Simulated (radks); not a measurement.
Task: These are the eigenvalues of the occupied orbitals of an atom or ion with whole-number occupations (hartree). Calculated with a radial shooting solver on a logarithmic mesh with Libxc functionals: scalar-relativistic Kohn-Sham, LDA (Slater exchange, Perdew-Wang correlation), spin-polarised, spherical densities, finite nucleus; Fermi nuclear charge, rms radius of each element as measured or else 0.836 A^(1/3) + 0.57 fm.

orbital  eigenvalue
1s up     -1114.020
1s down   -1114.018
2s up     -170.9516
2s down   -170.9508
2p up     -153.7398
2p down   -153.7386
3s up     -34.81652
3s down   -34.81507
3p up     -29.20382
3p down   -29.20224
3d up     -20.60999
3d down   -20.60853
4s up      -7.08664
4s down    -7.08338
4p up      -5.36100
4p down    -5.35708
4d up      -2.84521
4d down    -2.83717
5p up      -1.49255

Which element is it, and in what charge state? The configuration may be excited. Open shells, if any, are filled with parallel spins first.

Result: Z = 51, antimony, charge +4: Sb4+ in [Kr] 4d10 5p1. The list shows which subshells hold electrons but not how many an open one holds; the 1s level, -1114 hartree, gives Z - s = 47.2 by -(Z - s)^2/2, which with screening and relativity narrows Z to a few neighbours, and the depths of the outer levels then fix element, charge and occupations together.
